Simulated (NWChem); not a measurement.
System: CrN2H2F2; SMILES [NH]=[Cr](=[NH])([F])[F]

Here is an NWChem input.

```
start job
memory heap 200 mb stack 900 mb global 1100 mb
geometry units angstroms
  Cr     0.022792    -0.011903    -0.035176
  N      1.072221    -1.264649    -0.068170
  H      1.748916    -1.982872    -0.290268
  N     -0.065810     0.740189    -1.483722
  H      0.021165     1.060448    -2.439210
  F     -1.524309    -0.656252     0.296245
  F      0.625993     1.124382     1.088965
end
basis spherical
  * library def2-svp
end
dft
  xc xpbe96 cpbe96
  disp vdw 4
  iterations 150
end
driver
  maxiter 120
end
task dft optimize
task dft freq
```

Excerpt of the output:

```
             Northwest Computational Chemistry Package (NWChem) 7.3.0
             --------------------------------------------------------

 C2V symmetry detected

                             Geometry "geometry" -> ""
                             -------------------------

 Output coordinates in angstroms (scale by  1.889725989 to convert to a.u.)

  No.       Tag          Charge          X              Y              Z
 ---- ---------------- ---------- -------------- -------------- --------------
    1 Cr                  24.0000     0.00000000     0.00000000     0.00149473
    2 N                    7.0000     1.35261564     0.00000000     0.91920975
    3 H                    1.0000     2.05334298     0.00000000     1.64864033
    4 N                    7.0000    -1.35261564     0.00000000     0.91920975
    5 H                    1.0000    -2.05334298     0.00000000     1.64864033
    6 F                    9.0000     0.00000000     1.45110826    -0.90011615
    7 F                    9.0000     0.00000000    -1.45110826    -0.90011615

 Effective nuclear repulsion energy (a.u.)     341.0372965383

      Symmetry information
      --------------------

 Group name             C2v
 Group number             16
 Group order               4
 No. of unique centers     4

                                Z-matrix (autoz)
                                --------

 Units are Angstrom for bonds and degrees for angles

      Type          Name      I     J     K     L     M      Value
      ----------- --------  ----- ----- ----- ----- ----- ----------
    1 Stretch                  1     2                       1.63455
    2 Stretch                  1     4                       1.63455
    3 Stretch                  1     6                       1.70840
    4 Stretch                  1     7                       1.70840
    5 Stretch                  2     3                       1.01148
    6 Stretch                  4     5                       1.01148
    7 Bend                     1     2     3               168.00612
    8 Bend                     1     4     5               168.00612
    9 Bend                     2     1     4               111.68823
   10 Bend                     2     1     6               107.23580
   11 Bend                     2     1     7               107.23580
   12 Bend                     4     1     6               107.23580
   13 Bend                     4     1     7               107.23580
   14 Bend                     6     1     7               116.29251
   15 Torsion                  2     1     4     5           0.00000
   16 Torsion                  3     2     1     4           0.00000
   17 Torsion                  3     2     1     6         117.21020
   18 Torsion                  3     2     1     7        -117.21020
   19 Torsion                  5     4     1     6        -117.21020
   20 Torsion                  5     4     1     7         117.21020

  pbe96 is a nonlocal functional; adding pw91lda local functional.

                           NWChem Geometry Optimization
                           ----------------------------

 maximum gradient threshold         (gmax) =   0.000450
 rms gradient threshold             (grms) =   0.000300
 maximum cartesian step threshold   (xmax) =   0.001800
 rms cartesian step threshold       (xrms) =   0.001200
 fixed trust radius                (trust) =   0.300000
 source of zmatrix                         =   autoz

          -------------------
          Energy Minimization
          -------------------

 Using diagonal initial Hessian
 Scaling for Hessian diagonals: bonds = 1.00  angles = 0.25  torsions = 0.10

          --------
          Step   0

                                 NWChem DFT Module
                                 -----------------

 Summary of "ao basis" -> "ao basis" (spherical)
 ------------------------------------------------------------------------------
       Tag                 Description            Shells   Functions and Types
 ---------------- ------------------------------  ------  ---------------------
 Cr                         def2-svp                11       31   5s3p2d1f
 N                          def2-svp                 6       14   3s2p1d
 H                          def2-svp                 3        5   2s1p
 F                          def2-svp                 6       14   3s2p1d

      Symmetry analysis of basis
      --------------------------

        a1         38
        a2         12
        b1         25
        b2         22

            General Information
            -------------------
          SCF calculation type: DFT
          Wavefunction type:  closed shell.
          No. of atoms     :     7
          No. of electrons :    58
           Alpha electrons :    29
            Beta electrons :    29
          Charge           :     0
          Spin multiplicity:     1
          Use of symmetry is: on ; symmetry adaption is: on
          Maximum number of iterations: 150
          AO basis - number of functions:    97
                     number of shells:    41
          Convergence on energy requested:  1.00D-06
          Convergence on density requested:  1.00D-05
          Convergence on gradient requested:  5.00D-04

              XC Information
              --------------
          PerdewBurkeErnzerhof Exchange Functional  1.000
            Perdew 1991 LDA Correlation Functional  1.000 local
           PerdewBurkeErnz. Correlation Functional  1.000 non-local

             Grid Information
             ----------------
          Grid used for XC integration:  medium
          Radial quadrature: Mura-Knowles
          Angular quadrature: Lebedev.
          Tag              B.-S. Rad. Rad. Pts. Rad. Cut. Ang. Pts.
          ---              ---------- --------- --------- ---------
          Cr                  1.40      112           9.0       590
          N                   0.65       49          10.0       434
          H                   0.35       45          11.0       434
          F                   0.50       49          10.0       434
          Grid pruning is: on
          Number of quadrature shells:   255
          Spatial weights used:  Erf1

           DFT-D3BJ Model
          s6 scale factor  :        1.000000000000
          s8 scale factor  :        0.787500000000
          a1 parameter     :        0.428900000000
          a2 parameter     :        4.440700000000
              vdW contrib  :       -0.005004886139

      Superposition of Atomic Density Guess
      -------------------------------------

 Sum of atomic energies:       -1351.10457470

      Non-variational initial energy
      ------------------------------

 Total energy =   -1351.205293
 1-e energy   =   -2538.590852
 2-e energy   =     846.348263
 HOMO         =      -0.342843
 LUMO         =      -0.056383

      Symmetry analysis of molecular orbitals - initial
      -------------------------------------------------

  Numbering of irreducible representations:

     1 a1          2 a2          3 b1          4 b2

  Orbital symmetries:

     1 a1          2 a1          3 a1          4 b2          5 b1
     6 a1          7 b2          8 a1          9 b1         10 a1
    11 b1         12 a1         13 b2         14 a1         15 b2
    16 a1         17 b1         18 a1         19 b2         20 a1
    21 a2         22 b1         23 b2         24 a1         25 b1
    26 a1         27 a2         28 b2         29 b1         30 a1
    31 a2         32 a1         33 b2         34 b1         35 a1
    36 b1         37 a1         38 a1         39 a1

   convergence    iter        energy       DeltaE   RMS-Dens  Diis-err
 ---------------- ----- ----------------- --------- --------- ---------
 d= 0,ls=0.0,diis     1  -1352.7028873761 -1.69D+03  5.93D-02  1.06D+01
 d= 0,ls=0.0,diis     2  -1336.5248940908  1.62D+01  5.81D-02  7.33D+01
 d= 0,ls=0.0,diis     3  -1353.2540919982 -1.67D+01  2.00D-02  6.47D+00
 d= 0,ls=0.0,diis     4  -1353.7113714382 -4.57D-01  1.00D-02  3.03D+00
 d= 0,ls=0.0,diis     5  -1353.9318179348 -2.20D-01  4.25D-03  1.11D+00
 d= 0,ls=0.0,diis     6  -1353.6359487213  2.96D-01  1.02D-03  3.99D+00
 d= 0,ls=0.0,diis     7  -1353.7224193736 -8.65D-02  1.91D-03  3.14D+00
 d= 0,ls=0.0,diis     8  -1353.8524277783 -1.30D-01  4.81D-04  1.89D+00
  Resetting Diis
 d= 0,ls=0.0,diis     9  -1353.8605687198 -8.14D-03  4.21D-04  1.82D+00
 d= 0,ls=0.0,diis    10  -1353.8881373738 -2.76D-02  4.27D-02  1.53D+00
 d= 0,ls=0.0,diis    11  -1342.4904578182  1.14D+01  4.04D-02  8.20D+01
 d= 0,ls=0.0,diis    12  -1354.0001303123 -1.15D+01  6.17D-03  3.03D-01
 d= 0,ls=0.0,diis    13  -1353.9633985037  3.67D-02  4.14D-03  6.17D-01
 d= 0,ls=0.0,diis    14  -1354.0260042593 -6.26D-02  2.65D-04  9.16D-04
 d= 0,ls=0.0,diis    15  -1354.0260742602 -7.00D-05  1.01D-04  3.58D-04
 d= 0,ls=0.0,diis    16  -1354.0261001834 -2.59D-05  2.45D-05  9.08D-05
 d= 0,ls=0.0,diis    17  -1354.0261060101 -5.83D-06  9.03D-06  2.40D-05
 d= 0,ls=0.0,diis    18  -1354.0261072730 -1.26D-06  8.26D-06  7.81D-06
 d= 0,ls=0.0,diis    19  -1354.0261079266 -6.54D-07  1.76D-06  2.45D-07

[...]

      ----------------------
      Optimization converged
      ----------------------

  Step       Energy      Delta E   Gmax     Grms     Xrms     Xmax
  ---- ---------------- -------- -------- -------- -------- --------
@    7   -1354.03523169 -5.2D-07  0.00004  0.00001  0.00041  0.00095
                                     ok       ok       ok       ok

                                Z-matrix (autoz)
                                --------

 Units are Angstrom for bonds and degrees for angles

      Type          Name      I     J     K     L     M      Value     Gradient
      ----------- --------  ----- ----- ----- ----- ----- ---------- ----------
    1 Stretch                  1     2                       1.60698   -0.00001
    2 Stretch                  1     4                       1.60698   -0.00001
    3 Stretch                  1     6                       1.72807   -0.00004
    4 Stretch                  1     7                       1.72807   -0.00004
    5 Stretch                  2     3                       1.03209   -0.00002
    6 Stretch                  4     5                       1.03209   -0.00002
    7 Bend                     1     2     3               148.19190    0.00001
    8 Bend                     1     4     5               148.19190    0.00001
    9 Bend                     2     1     4               108.04715   -0.00001
   10 Bend                     2     1     6               108.70225    0.00000
   11 Bend                     2     1     7               108.70225    0.00000
   12 Bend                     4     1     6               108.70225    0.00000
   13 Bend                     4     1     7               108.70225    0.00000
   14 Bend                     6     1     7               113.83695   -0.00000
   15 Torsion                  2     1     4     5           0.00000   -0.00000
   16 Torsion                  3     2     1     4           0.00000    0.00000
   17 Torsion                  3     2     1     6         117.79718   -0.00000
   18 Torsion                  3     2     1     7        -117.79718    0.00000
   19 Torsion                  5     4     1     6        -117.79718    0.00000
   20 Torsion                  5     4     1     7         117.79718   -0.00000

                         Geometry "geometry" -> "geometry"
                         ---------------------------------

 Output coordinates in angstroms (scale by  1.889725989 to convert to a.u.)

  No.       Tag          Charge          X              Y              Z
 ---- ---------------- ---------- -------------- -------------- --------------
    1 Cr                  24.0000     0.00000000     0.00000000    -0.06622913
    2 N                    7.0000     1.30045938     0.00000000     0.87779256
    3 H                    1.0000     1.69068247     0.00000000     1.83326718
    4 N                    7.0000    -1.30045938     0.00000000     0.87779256
    5 H                    1.0000    -1.69068247     0.00000000     1.83326718
    6 F                    9.0000     0.00000000     1.44793957    -1.00946388
    7 F                    9.0000     0.00000000    -1.44793957    -1.00946388

 Effective nuclear repulsion energy (a.u.)     341.8534898177

      Symmetry information
      --------------------

 Group name             C2v
 Group number             16
 Group order               4
 No. of unique centers     4

                Final and change from initial internal coordinates
                --------------------------------------------------

                                Z-matrix (autoz)
                                --------

 Units are Angstrom for bonds and degrees for angles

[...]

 Rotational Constants
 --------------------
 A=   0.141777 cm-1  (  0.203982 K)
 B=   0.126954 cm-1  (  0.182654 K)
 C=   0.115910 cm-1  (  0.166764 K)

 Temperature                      =   298.15K
 frequency scaling parameter      =   1.0000

 Zero-Point correction to Energy  =   19.920 kcal/mol  (  0.031745 au)
 Thermal correction to Energy     =   23.847 kcal/mol  (  0.038002 au)
 Thermal correction to Enthalpy   =   24.439 kcal/mol  (  0.038946 au)

 Total Entropy                    =   76.308 cal/mol-K
   - Translational                =   40.242 cal/mol-K (mol. weight = 119.9591)
   - Rotational                   =   24.762 cal/mol-K (symmetry #  =        2)
   - Vibrational                  =   11.304 cal/mol-K

 Cv (constant volume heat capacity) =   21.520 cal/mol-K
   - Translational                  =    2.979 cal/mol-K
   - Rotational                     =    2.979 cal/mol-K
   - Vibrational                    =   15.561 cal/mol-K

[normal modes left out]

 ----------------------------------------------------------------------------
 Normal Eigenvalue ||           Projected Infra Red Intensities
  Mode   [cm**-1]  || [atomic units] [(debye/angs)**2] [(KM/mol)] [arbitrary]
 ------ ---------- || -------------- ----------------- ---------- -----------
    1       -0.000 ||    0.002227           0.051         2.171       0.426
    2       -0.000 ||    0.000489           0.011         0.477       0.094
    3        0.000 ||    0.001319           0.030         1.286       0.253
    4        0.000 ||    0.003160           0.073         3.080       0.605
    5        0.000 ||    0.002391           0.055         2.331       0.458
    6        0.000 ||    0.001018           0.023         0.993       0.195
    7      215.550 ||    0.004494           0.104         4.381       0.861
    8      257.310 ||    0.047585           1.098        46.388       9.112
    9      289.719 ||    0.000000           0.000         0.000       0.000
   10      297.560 ||    0.083168           1.919        81.076      15.927
   11      332.511 ||    0.002727           0.063         2.658       0.522
   12      337.290 ||    0.267332           6.168       260.609      51.194
   13      485.262 ||    0.083270           1.921        81.175      15.946
   14      520.721 ||    0.000000           0.000         0.000       0.000
   15      676.212 ||    0.036138           0.834        35.229       6.920
   16      773.318 ||    0.032080           0.740        31.274       6.143
   17      782.558 ||    0.163430           3.770       159.319      31.297
   18     1033.761 ||    0.087530           2.019        85.329      16.762
   19     1037.254 ||    0.049215           1.135        47.977       9.425
   20     3448.442 ||    0.085947           1.983        83.785      16.459
   21     3453.656 ||    0.143089           3.301       139.490      27.401
 ----------------------------------------------------------------------------
```

Level: PBE-D3(BJ)/def2-SVP.
